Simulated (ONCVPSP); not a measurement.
## Cu: one change to an ONCV potential, before and after

copper (Cu), optimised norm-conserving Vanderbilt (ONCV), made with ONCVPSP 4.0.1 (PBE, scalar-relativistic). Core [Ne], reference 3s2 3p6 3d8 (charge +3). Waves: 3s: rc 1.15 bohr, ncon 5, nbas 8, qcut 12.9 1/bohr, 2 projectors, debl 2.7 Ha; 3p: rc 1.15 bohr, ncon 4, nbas 9, qcut 12.1 1/bohr, 2 projectors, debl 3.2 Ha; 3d: rc 1.45 bohr, ncon 3, nbas 7, qcut 10.5 1/bohr, 2 projectors, debl 2.3 Ha. Local part: polynomial inside 1.00 bohr (lpopt 5, dvloc0 2 Ha). Core correction: none.

In the s channel the program set the typed energies aside and used -5.905, 0.250 Ha. In the p channel the program set the typed energies aside and used -4.329, 0.250 Ha.

All-electron outer shells of the reference configuration (PBE, scalar-relativistic, ld1.x):

| shell | level (eV) | outermost node (bohr) | outermost maximum (bohr) |
| --- | --- | --- | --- |
| 3s | -160.69 | 0.29 | 0.61 |
| 3p | -117.80 | 0.26 | 0.62 |
| 3d | -48.91 | – | 0.59 |

Change: all radii scaled by about 0.94 (s 1.08, p 1.08, d 1.36 bohr); local potential polynomial inside 0.94 bohr (lpopt 5, dvloc0 2 Ha).

Cutoffs: the cutoffs (Ha) at which the residual kinetic energy of the hardest occupied pseudo-wave falls to 1 and 0.1 mHa per electron; they do not see the model core or the augmentation charge, which bear on the density cutoff. Errors are all-electron minus pseudo energies relative to the spin-unpolarised reference configuration.

Question: How do hardness, ghosts and transferability respond?

Answer: The potential gets neither clearly harder nor softer (59 Ha and 69 Ha → 63 Ha and 73 Ha); of the 4 tests that both files solve, the error grows in 0 and shrinks in 4 by more than 15 % and 0.3 meV (median size 131.0 → 99.2 meV); neither file shows a bound ghost. Less of the atom is replaced, so other configurations are described better.

```csv
quantity,base,changed
"cutoff, loose",59 Ha,63 Ha
"cutoff, tight",69 Ha,73 Ha
loose cutoff by channel,"s 59 Ha, p 47 Ha, d 45 Ha","s 63 Ha, p 47 Ha, d 47 Ha"
bound ghosts,none,none
GHOST(+) flags under 300 eV,none,none
"error for 3s2 3p6 3d10 4s1, meV [ΔE -68.50 eV]",+150,+118
"error for 3s2 3p6 3d10, meV [ΔE -60.35 eV]",+221,+174
"error for 3s2 3p6 3d9, meV [ΔE -39.02 eV]",+100,+81
"error for 3s1 3p6 3d10 4s1, meV [ΔE 53.73 eV]",-112,-73
```
